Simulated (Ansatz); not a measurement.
Basis-set series for CH6NPSi, SMILES `C1NP[SiH2]1`. The species carries charge 0 and has multiplicity 1. The structure was optimised at the PBE0-D4/def2-TZVP level.

```json
{"functional": "PBE0-D4", "basis": "def2-TZVPP", "functions": "230", "energy (Eh)": "-726.99020", "HOMO (eV)": "-6.68", "LUMO (eV)": "-0.35"}
{"functional": "PBE0-D4", "basis": "def2-QZVPP", "functions": "434", "energy (Eh)": "-727.01651", "HOMO (eV)": "-6.71", "LUMO (eV)": "-0.47"}
{"functional": "ωB97M-V", "basis": "def2-TZVPP", "functions": "230", "energy (Eh)": "-727.25664", "HOMO (eV)": "-8.87", "LUMO (eV)": "1.40"}
{"functional": "ωB97M-V", "basis": "def2-QZVPP", "functions": "434", "energy (Eh)": "-727.28137", "HOMO (eV)": "-8.90", "LUMO (eV)": "1.09"}
```

Problem. Give the rows for def2-SVP. (Estimate.)

Solution. Computed: 
| functional | basis | functions | energy (Eh) | HOMO (eV) | LUMO (eV) |
| --- | --- | --- | --- | --- | --- |
| PBE0-D4 | def2-SVP | 94 | -726.65763 | -6.53 | 0.01 |
| ωB97M-V | def2-SVP | 94 | -726.91883 | -8.72 | 1.96 |

Positive LUMOs are unbound and depend on the basis.
